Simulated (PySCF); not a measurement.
Computed shifts of a molecule C3H9FSi2, PBE0/pcSseg-1 (PySCF), GIAO, gas phase, atoms alike by connectivity averaged where their shifts nearly agree, in ppm (number of nuclei): ¹⁹F: -208.2 (1). ¹³C: 73.8 (1), 20.7 (1), 7.0 (1). ²⁹Si: -61.3 (1), -65.9 (1). ¹H: 4.38 (3), 4.26 (3), 1.71 (1), 0.86 (1), 0.68 (1). References: ¹⁹F against CFCl3 (σ = 167.2 ppm); ¹³C against TMS (σ = 186.3 ppm); ²⁹Si against TMS (σ = 352.7 ppm); ¹H against TMS (σ = 31.56 ppm), references at their B3LYP-D3(BJ)/def2-TZVP geometries, non-relativistic. Geometry optimised at r2SCAN-D4/def2-SVP. The values are those of a single conformer.

Problem. Pick the molecule that these values belong to.
(A) C[Si@@H]1C[C@@H](F)[SiH2]1
(B) F[SiH2]/C=C/C[SiH3]
(C) F[C@]1([SiH3])C[C@H]1[SiH3]
(D) C=C([SiH3])[SiH2]CF

Solution. C, F[C@]1([SiH3])C[C@H]1[SiH3]
